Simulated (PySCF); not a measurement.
C$_{4}$H$_{8}$O, charge -1, doublet, at the geometry of the source list (a state made from the parent by changing its charge; the spin is typed, not shown lowest) (in this run its highest filled SCF level lies above zero, so its values depend strongly on the basis, on diffuse functions most of all). Base run: DF-PBE0/6-31G (PySCF).

PySCF was given this input:
```python
from pyscf import gto, scf, dft

mol = gto.Mole()
mol.atom = '''
    C    -0.245900    1.018800   -0.246500
    C     0.922600    0.324600    0.450100
    C     0.735000   -1.117200   -0.021900
    O    -0.660100   -1.310500   -0.198600
    C    -1.327000   -0.058100   -0.156200
    H    -0.545100    1.948100    0.232200
    H     0.002800    1.217400   -1.289600
    H     1.893400    0.728600    0.173400
    H     0.804800    0.385800    1.532600
    H     1.098500   -1.857900    0.695000
    H     1.242300   -1.280400   -0.983300
    H    -1.876500    0.021500    0.792500
    H    -2.044900   -0.020700   -0.979700
'''
mol.basis = '6-31g'
mol.charge = -1
mol.spin = 1
mol.verbose = 4
mol.build()

mf = dft.UKS(mol)
mf.xc = 'pbe0'
mf = mf.density_fit(auxbasis='def2-universal-jkfit')
mf.kernel()
mf.analyze()
```

Variants of this job, named by their change:

```json
[
 {"change": "base", "basis functions": "61", "E (Eh)": "-231.94732", "HOMO (eV)": "6.01", "core-seconds (rough)": "10"},
 {"change": "basis = STO-3G", "basis functions": "33", "E (Eh)": "-228.89555", "HOMO (eV)": "13.87", "core-seconds (rough)": "8"},
 {"change": "basis = LANL2DZ", "basis functions": "61", "E (Eh)": "-231.95225", "HOMO (eV)": "7.03", "core-seconds (rough)": "20"},
 {"change": "basis = 3-21G", "basis functions": "61", "E (Eh)": "-230.72353", "HOMO (eV)": "6.81", "core-seconds (rough)": "10"},
 {"change": "basis = def2-SV(P)", "basis functions": "86", "E (Eh)": "-231.87109", "HOMO (eV)": "4.76", "core-seconds (rough)": "20"},
 {"change": "basis = 6-31+G*", "basis functions": "106", "E (Eh)": "-232.12768", "HOMO (eV)": "2.61", "core-seconds (rough)": "20"},
 {"change": "basis = 6-31G**", "basis functions": "110", "E (Eh)": "-232.02386", "HOMO (eV)": "6.06", "core-seconds (rough)": "20"},
 {"change": "basis = pc-1", "basis functions": "110", "E (Eh)": "-232.02451", "HOMO (eV)": "4.43", "core-seconds (rough)": "20"},
 {"change": "basis = cc-pVDZ", "basis functions": "110", "E (Eh)": "-232.06722", "HOMO (eV)": "4.88", "core-seconds (rough)": "20"},
 {"change": "basis = pcseg-1", "basis functions": "110", "E (Eh)": "-232.02415", "HOMO (eV)": "4.33", "core-seconds (rough)": "20"},
 {"change": "basis = def2-SVPD", "basis functions": "167", "E (Eh)": "-231.95743", "HOMO (eV)": "2.98", "core-seconds (rough)": "40"},
 {"change": "basis = aug-pcseg-1", "basis functions": "187", "E (Eh)": "-232.12984", "HOMO (eV)": "1.13", "core-seconds (rough)": "50"},
 {"change": "basis = def2-TZVP", "basis functions": "203", "E (Eh)": "-232.17237", "HOMO (eV)": "3.88", "core-seconds (rough)": "40"}
]
```

Totals compare only among sets that treat the same electrons; sets with core potentials leave the core out.

Open shells are given as the SCF converged; they aren't shown to be the lowest states, and a large step between rows can be another state.
